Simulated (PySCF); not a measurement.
PySCF input for Bi(Br)(TeH)2 (BiBrH₂Te₂), SMILES [TeH][Bi]([Br])[TeH], B3LYP-D3(BJ)/def2-SVP. Geometry optimised at B3LYP-D3(BJ)/def2-SVP. The structure was generated by enumeration; whether it is a known compound was not checked. The def2 effective core potentials stand for the cores of Bi, Te; spin–orbit coupling is left out.

```python
import numpy as np
from pyscf import gto, scf, dft, df
from pyscf.hessian import thermo

mol = gto.M(
    atom='''
    Bi   -0.05673935    0.18039782    0.92288486
    Br   -1.91829170   -1.68922975    0.52024635
    Te   -0.92999780    1.70253803   -1.37582925
    H     0.38609403    2.72986629   -1.23218468
    Te    2.24927773   -0.87675109   -0.44256512
    H     2.86092461   -1.52076530    0.98062571
    ''',
    basis='def2-SVP',
    ecp={'Bi': 'def2-svp', 'Te': 'def2-svp'},
    charge=0,
    spin=0,
    max_memory=1600,
    verbose=3,
)
mf = dft.RKS(mol, xc='b3lyp').density_fit(auxbasis='def2-universal-jkfit')
mf.disp = 'd3bj'
mf.grids.level = 3
mf.conv_tol = 1e-11
mf.max_cycle = 100
mf.kernel()

# [left out here: the lines that compute and print the analytic Hessian (its translational invariance restored by hand, since the grid's response is missing), thermochemistry and intensities]
```

Output:

```
converged SCF energy = -3326.10827378767

WARN: DFTD3 does not support analytical Hessian, using finite difference


WARN: Mole.unit (angstrom) is changed to Bohr

Mode                                 0                   1                   2
Irrep
Freq [cm^-1]                       40.0203             46.7828             52.7883
Reduced mass [au]                  31.3607             55.3656             20.0572
Force const [Dyne/A]                0.0296              0.0714              0.0329
Char temp [K]                      57.5803             67.3101             75.9506
Normal mode                   x     y     z       x     y     z       x     y     z
       0  Bi                -0.02 -0.01  0.01    0.01 -0.01  0.01    0.01  0.02  0.03
       1  Br                -0.01 -0.02  0.04   -0.05  0.06 -0.02    0.04  0.00 -0.05
       2  Te                 0.05 -0.00 -0.01   -0.01 -0.04  0.01    0.01 -0.03 -0.00
       3   H                 0.11 -0.08 -0.03   -0.01 -0.03 -0.05   -0.11  0.11  0.10
       4  Te                -0.02  0.04 -0.03    0.02  0.03 -0.01   -0.04 -0.01 -0.01
       5   H                 0.02  0.00 -0.06    0.05  0.04 -0.02   -0.02 -0.06 -0.05
Mode                                 3                   4                   5
Irrep
Freq [cm^-1]                      111.6699            155.6262            159.3053
Reduced mass [au]                   1.0810             63.2670             61.5856
Force const [Dyne/A]                0.0079              0.9028              0.9209
Char temp [K]                     160.6682            223.9115            229.2048
Normal mode                   x     y     z       x     y     z       x     y     z
       0  Bi                 0.00  0.01  0.00   -0.03  0.03 -0.00    0.01  0.01 -0.04
       1  Br                 0.01 -0.00 -0.02   -0.00 -0.01  0.00   -0.00 -0.00  0.00
       2  Te                -0.00 -0.00  0.01    0.02 -0.02  0.03    0.02 -0.03  0.04
       3   H                 0.47 -0.53 -0.55   -0.00 -0.00  0.08   -0.00 -0.01  0.07
       4  Te                -0.01 -0.01 -0.00    0.04 -0.02 -0.03   -0.03  0.02  0.02
       5   H                 0.15  0.31  0.07    0.05 -0.01 -0.03   -0.06  0.02  0.03
Mode                                 6                   7                   8
Irrep
Freq [cm^-1]                      197.8354            204.5180            502.0357
Reduced mass [au]                   1.0698             17.9445              1.0255
Force const [Dyne/A]                0.0247              0.4422              0.1523
Char temp [K]                     284.6411            294.2559            722.3176
Normal mode                   x     y     z       x     y     z       x     y     z
       0  Bi                -0.01 -0.01 -0.00    0.02  0.02  0.01    0.00  0.00  0.00
       1  Br                 0.01  0.01  0.01   -0.06 -0.07 -0.01   -0.00  0.00 -0.00
       2  Te                 0.00  0.00 -0.00    0.00  0.00 -0.00   -0.00 -0.00 -0.00
       3   H                -0.16  0.18  0.25   -0.06  0.07  0.05    0.18 -0.29  0.45
       4  Te                -0.00 -0.00 -0.00    0.00 -0.00 -0.00    0.00  0.00 -0.01
       5   H                 0.44  0.77  0.16    0.10  0.15  0.03   -0.66  0.26  0.39
Mode                                 9                  10                  11
Irrep
Freq [cm^-1]                      512.5004           2075.3268           2087.6327
Reduced mass [au]                   1.0265              1.0158              1.0158
Force const [Dyne/A]                0.1589              2.5777              2.6083
Char temp [K]                     737.3740           2985.9332           3003.6387
Normal mode                   x     y     z       x     y     z       x     y     z
       0  Bi                 0.00  0.00 -0.00   -0.00  0.00 -0.00   -0.00 -0.00 -0.00
       1  Br                -0.00  0.00 -0.00    0.00 -0.00  0.00    0.00  0.00  0.00
       2  Te                -0.01  0.00 -0.01   -0.00 -0.00  0.00   -0.01 -0.00 -0.00
       3   H                 0.27 -0.44  0.62    0.01  0.01  0.00    0.78  0.61  0.08
       4  Te                -0.00  0.00  0.01   -0.00  0.00 -0.01    0.00 -0.00  0.00
       5   H                 0.44 -0.22 -0.29    0.36 -0.38  0.84   -0.00  0.01 -0.01
temperature 298.1500 [K]
pressure 101325.00 [Pa]
Rotational constants [GHz] 0.46811 0.35937 0.25343
Symmetry number 1
Zero-point energy (ZPE) 0.01400 [Eh]   36761.494 [J/mol]
                           tot       elec      trans        rot        vib
Entropy [J/mol/K]       447.318      0.000    187.352    139.279    120.687
Cv [J/mol/K]             99.528      0.000     12.472     12.472     74.585
Cp [J/mol/K]            107.843      0.000     20.786     12.472     74.585
Internal energy [J/mol]                      3718.434   3718.434  52662.254
Internal energy [Eh]   -3326.08538  -3326.10827
Enthalpy [J/mol]                             6197.391   3718.434  52662.254
Enthalpy [Eh]          -3326.08444
Gibbs free energy [J/mol]                  -49661.735 -37807.519  16679.460
Gibbs free energy [Eh] -3326.13524
static polarisability / bohr^3: [[165.991 -16.069  -1.934]
 [-16.066 135.308 -25.391]
 [ -1.939 -25.386 120.103]]
largest difference of analytic and finite-field dipole derivatives / e: 0.0007500808156014616
mode   freq/cm-1   IR/(km/mol)   Raman/(A^4/amu)   depolarisation
   1       40.02         0.023             4.775            0.731
   2       46.78         0.574             4.408            0.749
   3       52.79         0.750             5.982            0.591
   4      111.67         0.620             9.438            0.684
   5      155.63         9.780             7.207            0.696
   6      159.31         4.695            14.799            0.105
   7      197.84         0.411            12.378            0.742
   8      204.52        22.380            12.890            0.199
   9      502.04         4.091            28.450            0.345
  10      512.50        11.724            18.442            0.749
  11     2075.33        56.532           301.731            0.312
  12     2087.63        43.636           178.618            0.330
max |gradient| / (hartree/bohr): 0.00015074091636943445
APT charges: [ 0.9763 -0.5019 -0.1096 -0.0905 -0.1706 -0.1037]
```

Self-consistency was reached.
